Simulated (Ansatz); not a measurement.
Molecular dynamics of C$_{2}$H$_{11}$NOSi

Input:

```yaml
crystal:
  periodic: [false, false, false]
  atoms:
    - { symbol: Si, position_ang: [0.27162, 0.377881, 0.689042] }
    - { symbol: "N", position_ang: [-0.64229, -0.739455, -0.591081] }
    - { symbol: C, position_ang: [-1.924567, -1.30729, -0.156964] }
    - { symbol: H, position_ang: [0.409333, -0.781233, 1.698216] }
    - { symbol: H, position_ang: [-0.66799, 1.2725, 1.431542] }
    - { symbol: C, position_ang: [2.102306, 0.810054, 0.472658] }
    - { symbol: H, position_ang: [-0.6, 0.287188, -1.22668] }
    - { symbol: O, position_ang: [-0.187039, 1.503802, -0.997265] }
    - { symbol: H, position_ang: [-0.020633, -1.476883, -0.934177] }
    - { symbol: H, position_ang: [-1.801484, -1.925472, 0.748547] }
    - { symbol: H, position_ang: [-2.613276, -0.482988, 0.079651] }
    - { symbol: H, position_ang: [-2.375572, -1.919558, -0.953094] }
    - { symbol: H, position_ang: [2.658632, 0.613222, 1.402914] }
    - { symbol: H, position_ang: [2.254675, 1.857731, 0.170768] }
    - { symbol: H, position_ang: [2.548046, 0.166747, -0.3076] }
    - { symbol: H, position_ang: [0.588341, 1.743656, -1.526478] }
basis:
  gaussian: { orbitals: cc-pVDZ }
hamiltonian:
  xc: r2scan
md:
  timestep: 0.5
  n_steps: 200
  ensemble: nve
  temperature: 100.0
  initial_velocities: maxwell_boltzmann
  seed: 6234
```

Run as:

```bash
$ ansatz run input.yaml --threads 4 --pin off --max-ram 5120MiB --backend cpu --events-out ev --progress --plain --runs-dir out
```

It starts at the highest image of a converged band. Of that band: The profile has 2 maxima (images 4, 7) with wells between them (image 6): this band takes more than one step, which may be the mechanism or a detour left from its start path. A vibrational analysis at the climbing image gives one clearly imaginary mode, 826i cm⁻¹: a first-order saddle point.

Output, in part (one step line in 3, the closing report, with atoms numbered from 0):

```
md step     0: t =     0.00 fs  T =   100.0 K  F+E_penalty+E_count = -13663.95118415 eV  E_kin = 0.180964 eV  conserved = -13663.77022015 eV  (29 SCF iters)
md step     3: t =     1.50 fs  T =    86.4 K  F+E_penalty+E_count = -13663.92625506 eV  E_kin = 0.156343 eV  conserved = -13663.76991189 eV  (32 SCF iters)
md step     6: t =     3.00 fs  T =    65.6 K  F+E_penalty+E_count = -13663.88840512 eV  E_kin = 0.118802 eV  conserved = -13663.76960323 eV  (32 SCF iters)
md step     9: t =     4.50 fs  T =    58.3 K  F+E_penalty+E_count = -13663.87535494 eV  E_kin = 0.105546 eV  conserved = -13663.76980938 eV  (32 SCF iters)
md step    12: t =     6.00 fs  T =    53.2 K  F+E_penalty+E_count = -13663.86616128 eV  E_kin = 0.096269 eV  conserved = -13663.76989263 eV  (32 SCF iters)
md step    15: t =     7.50 fs  T =    44.4 K  F+E_penalty+E_count = -13663.85015030 eV  E_kin = 0.080433 eV  conserved = -13663.76971703 eV  (32 SCF iters)
md step    18: t =     9.00 fs  T =    41.4 K  F+E_penalty+E_count = -13663.84464749 eV  E_kin = 0.074838 eV  conserved = -13663.76980978 eV  (30 SCF iters)
md step    21: t =    10.50 fs  T =    38.4 K  F+E_penalty+E_count = -13663.83947529 eV  E_kin = 0.069560 eV  conserved = -13663.76991504 eV  (32 SCF iters)
md step    24: t =    12.00 fs  T =    30.3 K  F+E_penalty+E_count = -13663.82444334 eV  E_kin = 0.054780 eV  conserved = -13663.76966325 eV  (32 SCF iters)
md step    27: t =    13.50 fs  T =    32.5 K  F+E_penalty+E_count = -13663.82846081 eV  E_kin = 0.058873 eV  conserved = -13663.76958751 eV  (32 SCF iters)
md step    30: t =    15.00 fs  T =    49.5 K  F+E_penalty+E_count = -13663.85945129 eV  E_kin = 0.089540 eV  conserved = -13663.76991126 eV  (32 SCF iters)
md step    33: t =    16.50 fs  T =    60.3 K  F+E_penalty+E_count = -13663.87909734 eV  E_kin = 0.109062 eV  conserved = -13663.77003553 eV  (32 SCF iters)
md step    36: t =    18.00 fs  T =    56.7 K  F+E_penalty+E_count = -13663.87237742 eV  E_kin = 0.102591 eV  conserved = -13663.76978601 eV  (32 SCF iters)
md step    39: t =    19.50 fs  T =    54.8 K  F+E_penalty+E_count = -13663.86879991 eV  E_kin = 0.099100 eV  conserved = -13663.76969982 eV  (32 SCF iters)
md step    42: t =    21.00 fs  T =    61.0 K  F+E_penalty+E_count = -13663.88025955 eV  E_kin = 0.110399 eV  conserved = -13663.76986023 eV  (32 SCF iters)
md step    45: t =    22.50 fs  T =    66.7 K  F+E_penalty+E_count = -13663.89042958 eV  E_kin = 0.120622 eV  conserved = -13663.76980777 eV  (32 SCF iters)
md step    48: t =    24.00 fs  T =    74.5 K  F+E_penalty+E_count = -13663.90449937 eV  E_kin = 0.134766 eV  conserved = -13663.76973385 eV  (32 SCF iters)
md step    51: t =    25.50 fs  T =    87.7 K  F+E_penalty+E_count = -13663.92858718 eV  E_kin = 0.158644 eV  conserved = -13663.76994324 eV  (32 SCF iters)
md step    54: t =    27.00 fs  T =    93.5 K  F+E_penalty+E_count = -13663.93906929 eV  E_kin = 0.169131 eV  conserved = -13663.76993847 eV  (32 SCF iters)
md step    57: t =    28.50 fs  T =    92.8 K  F+E_penalty+E_count = -13663.93752929 eV  E_kin = 0.167894 eV  conserved = -13663.76963537 eV  (32 SCF iters)
md step    60: t =    30.00 fs  T =   104.5 K  F+E_penalty+E_count = -13663.95887493 eV  E_kin = 0.189197 eV  conserved = -13663.76967809 eV  (32 SCF iters)
md step    63: t =    31.50 fs  T =   126.2 K  F+E_penalty+E_count = -13663.99836499 eV  E_kin = 0.228399 eV  conserved = -13663.76996617 eV  (32 SCF iters)
md step    66: t =    33.00 fs  T =   140.0 K  F+E_penalty+E_count = -13664.02317448 eV  E_kin = 0.253290 eV  conserved = -13663.76988420 eV  (32 SCF iters)
md step    69: t =    34.50 fs  T =   149.7 K  F+E_penalty+E_count = -13664.04061045 eV  E_kin = 0.270844 eV  conserved = -13663.76976653 eV  (32 SCF iters)
md step    72: t =    36.00 fs  T =   162.6 K  F+E_penalty+E_count = -13664.06419158 eV  E_kin = 0.294275 eV  conserved = -13663.76991702 eV  (32 SCF iters)
md step    75: t =    37.50 fs  T =   170.8 K  F+E_penalty+E_count = -13664.07903307 eV  E_kin = 0.309130 eV  conserved = -13663.76990336 eV  (30 SCF iters)
md step    78: t =    39.00 fs  T =   175.8 K  F+E_penalty+E_count = -13664.08785083 eV  E_kin = 0.318154 eV  conserved = -13663.76969642 eV  (32 SCF iters)
md step    81: t =    40.50 fs  T =   190.5 K  F+E_penalty+E_count = -13664.11446123 eV  E_kin = 0.344689 eV  conserved = -13663.76977206 eV  (32 SCF iters)
md step    84: t =    42.00 fs  T =   209.3 K  F+E_penalty+E_count = -13664.14887244 eV  E_kin = 0.378804 eV  conserved = -13663.77006857 eV  (32 SCF iters)
md step    87: t =    43.50 fs  T =   213.6 K  F+E_penalty+E_count = -13664.15655381 eV  E_kin = 0.386552 eV  conserved = -13663.77000151 eV  (32 SCF iters)
md step    90: t =    45.00 fs  T =   207.6 K  F+E_penalty+E_count = -13664.14546220 eV  E_kin = 0.375718 eV  conserved = -13663.76974408 eV  (31 SCF iters)
md step    93: t =    46.50 fs  T =   208.1 K  F+E_penalty+E_count = -13664.14645670 eV  E_kin = 0.376626 eV  conserved = -13663.76983027 eV  (31 SCF iters)
md step    96: t =    48.00 fs  T =   211.2 K  F+E_penalty+E_count = -13664.15217078 eV  E_kin = 0.382214 eV  conserved = -13663.76995641 eV  (31 SCF iters)
md step    99: t =    49.50 fs  T =   209.9 K  F+E_penalty+E_count = -13664.14965060 eV  E_kin = 0.379900 eV  conserved = -13663.76975021 eV  (31 SCF iters)
md step   102: t =    51.00 fs  T =   216.3 K  F+E_penalty+E_count = -13664.16116983 eV  E_kin = 0.391432 eV  conserved = -13663.76973817 eV  (31 SCF iters)
md step   105: t =    52.50 fs  T =   230.2 K  F+E_penalty+E_count = -13664.18668484 eV  E_kin = 0.416626 eV  conserved = -13663.77005845 eV  (31 SCF iters)
md step   108: t =    54.00 fs  T =   233.2 K  F+E_penalty+E_count = -13664.19195564 eV  E_kin = 0.422008 eV  conserved = -13663.76994774 eV  (31 SCF iters)
md step   111: t =    55.50 fs  T =   232.8 K  F+E_penalty+E_count = -13664.19096326 eV  E_kin = 0.421344 eV  conserved = -13663.76961903 eV  (31 SCF iters)
md step   114: t =    57.00 fs  T =   249.3 K  F+E_penalty+E_count = -13664.22099398 eV  E_kin = 0.451207 eV  conserved = -13663.76978715 eV  (30 SCF iters)
md step   117: t =    58.50 fs  T =   272.2 K  F+E_penalty+E_count = -13664.26254984 eV  E_kin = 0.492504 eV  conserved = -13663.77004536 eV  (31 SCF iters)
md step   120: t =    60.00 fs  T =   283.6 K  F+E_penalty+E_count = -13664.28323317 eV  E_kin = 0.513281 eV  conserved = -13663.76995244 eV  (31 SCF iters)
md step   123: t =    61.50 fs  T =   287.8 K  F+E_penalty+E_count = -13664.29072535 eV  E_kin = 0.520820 eV  conserved = -13663.76990495 eV  (31 SCF iters)
md step   126: t =    63.00 fs  T =   287.6 K  F+E_penalty+E_count = -13664.29041319 eV  E_kin = 0.520368 eV  conserved = -13663.77004528 eV  (31 SCF iters)
md step   129: t =    64.50 fs  T =   275.8 K  F+E_penalty+E_count = -13664.26894853 eV  E_kin = 0.499033 eV  conserved = -13663.76991547 eV  (31 SCF iters)
md step   132: t =    66.00 fs  T =   261.4 K  F+E_penalty+E_count = -13664.24261931 eV  E_kin = 0.472953 eV  conserved = -13663.76966588 eV  (31 SCF iters)
md step   135: t =    67.50 fs  T =   259.0 K  F+E_penalty+E_count = -13664.23846758 eV  E_kin = 0.468644 eV  conserved = -13663.76982386 eV  (31 SCF iters)
md step   138: t =    69.00 fs  T =   258.0 K  F+E_penalty+E_count = -13664.23689609 eV  E_kin = 0.466842 eV  conserved = -13663.77005411 eV  (31 SCF iters)
md step   141: t =    70.50 fs  T =   243.5 K  F+E_penalty+E_count = -13664.21048868 eV  E_kin = 0.440594 eV  conserved = -13663.76989422 eV  (32 SCF iters)
md step   144: t =    72.00 fs  T =   226.3 K  F+E_penalty+E_count = -13664.17923004 eV  E_kin = 0.409571 eV  conserved = -13663.76965883 eV  (32 SCF iters)
md step   147: t =    73.50 fs  T =   222.2 K  F+E_penalty+E_count = -13664.17192087 eV  E_kin = 0.402139 eV  conserved = -13663.76978218 eV  (31 SCF iters)
md step   150: t =    75.00 fs  T =   224.9 K  F+E_penalty+E_count = -13664.17677692 eV  E_kin = 0.406919 eV  conserved = -13663.76985805 eV  (31 SCF iters)
md step   153: t =    76.50 fs  T =   229.1 K  F+E_penalty+E_count = -13664.18438349 eV  E_kin = 0.414636 eV  conserved = -13663.76974719 eV  (31 SCF iters)
md step   156: t =    78.00 fs  T =   239.7 K  F+E_penalty+E_count = -13664.20369150 eV  E_kin = 0.433806 eV  conserved = -13663.76988580 eV  (31 SCF iters)
md step   159: t =    79.50 fs  T =   247.4 K  F+E_penalty+E_count = -13664.21777831 eV  E_kin = 0.447757 eV  conserved = -13663.77002097 eV  (31 SCF iters)
md step   162: t =    81.00 fs  T =   244.6 K  F+E_penalty+E_count = -13664.21243708 eV  E_kin = 0.442667 eV  conserved = -13663.76977023 eV  (31 SCF iters)
md step   165: t =    82.50 fs  T =   247.6 K  F+E_penalty+E_count = -13664.21774848 eV  E_kin = 0.448142 eV  conserved = -13663.76960612 eV  (32 SCF iters)
md step   168: t =    84.00 fs  T =   266.6 K  F+E_penalty+E_count = -13664.25239006 eV  E_kin = 0.482506 eV  conserved = -13663.76988437 eV  (32 SCF iters)
md step   171: t =    85.50 fs  T =   283.8 K  F+E_penalty+E_count = -13664.28355434 eV  E_kin = 0.513509 eV  conserved = -13663.77004555 eV  (32 SCF iters)
md step   174: t =    87.00 fs  T =   287.9 K  F+E_penalty+E_count = -13664.29090412 eV  E_kin = 0.521046 eV  conserved = -13663.76985831 eV  (31 SCF iters)
md step   177: t =    88.50 fs  T =   290.7 K  F+E_penalty+E_count = -13664.29585687 eV  E_kin = 0.526081 eV  conserved = -13663.76977561 eV  (31 SCF iters)
md step   180: t =    90.00 fs  T =   299.4 K  F+E_penalty+E_count = -13664.31156398 eV  E_kin = 0.541721 eV  conserved = -13663.76984263 eV  (31 SCF iters)
md step   183: t =    91.50 fs  T =   310.3 K  F+E_penalty+E_count = -13664.33144213 eV  E_kin = 0.561555 eV  conserved = -13663.76988707 eV  (31 SCF iters)
md step   186: t =    93.00 fs  T =   320.5 K  F+E_penalty+E_count = -13664.34986205 eV  E_kin = 0.579967 eV  conserved = -13663.76989457 eV  (31 SCF iters)
md step   189: t =    94.50 fs  T =   327.8 K  F+E_penalty+E_count = -13664.36327276 eV  E_kin = 0.593261 eV  conserved = -13663.77001180 eV  (31 SCF iters)
md step   192: t =    96.00 fs  T =   324.6 K  F+E_penalty+E_count = -13664.35737855 eV  E_kin = 0.587389 eV  conserved = -13663.76998927 eV  (29 SCF iters)
md step   195: t =    97.50 fs  T =   314.3 K  F+E_penalty+E_count = -13664.33844103 eV  E_kin = 0.568793 eV  conserved = -13663.76964829 eV  (31 SCF iters)
md step   198: t =    99.00 fs  T =   319.0 K  F+E_penalty+E_count = -13664.34687936 eV  E_kin = 0.577245 eV  conserved = -13663.76963485 eV  (31 SCF iters)
md step   200: t =   100.00 fs  T =   332.4 K  F+E_penalty+E_count = -13664.37135549 eV  E_kin = 0.601498 eV  conserved = -13663.76985716 eV  (29 SCF iters)
Total energy: -13664.37136784 eV, -502.1563857244 hartree
Atom 0 at     0.458790     0.690771     0.544084 Å, force     0.594373    -0.957208     2.146586 eV/Å
Atom 1 at    -1.165936    -1.016759    -0.985421 Å, force    -0.839497    -0.207361    -0.003543 eV/Å
Atom 2 at    -2.086031    -1.653364    -0.013102 Å, force     0.032353    -0.570391    -0.999353 eV/Å
Atom 3 at     0.185569    -0.768673     0.896233 Å, force     0.291582     0.522253    -0.149014 eV/Å
Atom 4 at    -0.257948     1.443171     1.651375 Å, force     0.039814    -0.034976     0.003826 eV/Å
Atom 5 at     2.315697     0.885232     0.774896 Å, force    -0.258554    -0.545632    -0.066809 eV/Å
Atom 6 at    -1.752222    -0.601615    -1.718617 Å, force     0.338467    -0.079603     0.000204 eV/Å
Atom 7 at     0.045947     1.493578    -0.826375 Å, force    -0.698545     1.090365    -1.503865 eV/Å
Atom 8 at    -0.567996    -1.705686    -1.458826 Å, force    -0.218164     0.054957     0.228372 eV/Å
Atom 9 at    -1.637553    -1.728212     0.986181 Å, force     0.235738    -0.010807     0.080030 eV/Å
Atom 10 at    -2.982231    -1.028311     0.070614 Å, force    -0.105394     0.118831     0.088641 eV/Å
Atom 11 at    -2.427477    -2.673799    -0.329392 Å, force     0.097732     0.376143     0.262188 eV/Å
Atom 12 at     2.496475     0.508215     1.793055 Å, force     0.327487     0.026875     0.088841 eV/Å
Atom 13 at     2.660240     1.919392     0.682648 Å, force     0.112595     0.143541    -0.027656 eV/Å
Atom 14 at     2.859565     0.231760     0.062677 Å, force    -0.001195     0.217362     0.164396 eV/Å
Atom 15 at    -0.451510     2.284447    -0.561770 Å, force     0.051208    -0.144351    -0.312845 eV/Å
Dipole moment:    -0.327578    -0.154729    -0.203401 e Å
```

All steps were run. The conserved energy stayed within 0.042 meV per atom of its start (net change 0.023 meV per atom), so the integration is sound. The kinetic energy rose, since the run started high on the potential surface and went downhill. It ends in pieces (CH5N + CH6OSi), so much of that is their flight and rotation, not heat. A run of 0.1 ps of so small a system gives no equilibrium averages. The orbitals stay closed-shell, which can raise the energy where a bond breaks towards radicals; this wasn't checked here.

Between its relaxed ends the band would form Si1–O8, N2–H7 and break Si1–N2, H7–O8. These pairs go: Si1–O8 2.08 → 1.64 Å, N2–H7 1.21 → 1.03 Å, Si1–N2 1.93 → 2.81 Å, H7–O8 1.31 → 2.90 Å. In the last frame they stand as after the step (other bonds may differ from the relaxed reactants and products). It ends as CH5N + CH6OSi. Pairs count as bonded within 1.25 times the sum of covalent radii (0.12 Å more for H–H).

Last frame:

```xyz
16
Properties=species:S:1:pos:R:3
Si 0.459 0.691 0.544
N -1.166 -1.017 -0.985
C -2.086 -1.653 -0.013
H 0.186 -0.769 0.896
H -0.258 1.443 1.651
C 2.316 0.885 0.775
H -1.752 -0.602 -1.719
O 0.046 1.494 -0.826
H -0.568 -1.706 -1.459
H -1.638 -1.728 0.986
H -2.982 -1.028 0.071
H -2.428 -2.674 -0.329
H 2.497 0.508 1.793
H 2.660 1.919 0.683
H 2.860 0.232 0.063
H -0.452 2.284 -0.562
```

The run took 15 min on 4 threads of Arm Neoverse N1 (shared host), peak memory 0.23 GiB.
